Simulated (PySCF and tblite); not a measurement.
C6H8FN, numbered as in [CH2:1]=[C:2]1[CH2:3][N:4]=[CH:5][CH2:6][C@H:7]1[F:8].

Level: B3LYP-D3(BJ)/def2-SVP (IEF-PCM, dimethylsulfoxide)//GFN2-xTB, thermal terms from GFN2-xTB, symmetry numbers and mirror pairs counted. Conformers within 3 kcal/mol (GFN2-xTB free energy) were kept, 6 at most. Couplings: B3LYP/6-31G* with pcJ-1 on H, F (gas phase; spin-dipole term only for pairs with B, N, F, Si or P). Couplings are for ¹⁹F, ¹H. H–H couplings come out 0.1 to 0.9 Hz lower than with pcJ-1 on all atoms. Of two unlike H on one atom, a is the less shielded (KT3/pcSseg-1 (IEF-PCM, dimethylsulfoxide)). Programs: PySCF with density fitting and tblite.

The 6-ring runs over atoms 2–3–4–5–6–7.

```csv
conformer,shape,weight %
1,"6-ring half-chair (ring torsions 9, 1, 19, -46, 58, -40°)",56.2
2,"6-ring half-chair (ring torsions -14, 0, -15, 41, -57, 44°)",43.7
3,"6-ring boat (ring torsions 43, 1, -43, 36, 3, -44°)",0.1
```

(1) Give the couplings in each conformer and the averages at 298.15 K (pairs that fast motion interchanges averaged).

Computed couplings to fluorine can be off by tens of per cent at such levels.

## Answers

(1) 
```
   coupling  pairs      1      2      3  average (Hz)
 ³J(H6a,F8)      1    0.9   38.1   37.0          17.2
 ³J(H6b,F8)      1   16.4   14.6   20.2          15.6
  ²J(H7,F8)      1   58.4   58.4   57.2          58.4
²J(H1a,H1b)      1   -0.6   -0.3   -0.7          -0.5
²J(H3a,H3b)      1  -22.3  -21.4  -17.0         -21.9
 ³J(H5,H6a)      1    4.4    1.3    1.5           3.1
 ³J(H5,H6b)      1    1.2    3.6    5.0           2.3
²J(H6a,H6b)      1  -18.2  -19.7  -16.7         -18.9
 ³J(H6a,H7)      1    6.7    4.3    6.6           5.7
 ³J(H6b,H7)      1   10.4    1.9    1.0           6.7
```
